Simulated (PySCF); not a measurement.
# Electron correlation in O(2+) (oxygen, charge +2)

[He] 2s2 2p2, high-spin 3P determinant. Computed with PySCF 2.14 in aug-cc-pVQZ (6s5p4d3f2g, 80 functions), with the non-relativistic Hamiltonian (point nucleus). Frozen: 1s2; 4 electrons correlated.

| level | correlation energy (mhartree) |
| --- | --- |
| CCSD | -102.93 |
| (T) | -1.52 |
| CCSD(T) | -104.45 |

Diagnostics: T1 = 0.0049, D1 = 0.0097, largest double amplitude 0.121.

**Question.** Is a single reference adequate?

**Answer.** Mostly. T1 lies below 0.03, but a double amplitude of this size points to a near-degeneracy that CCSD handles and MP2 describes poorly.
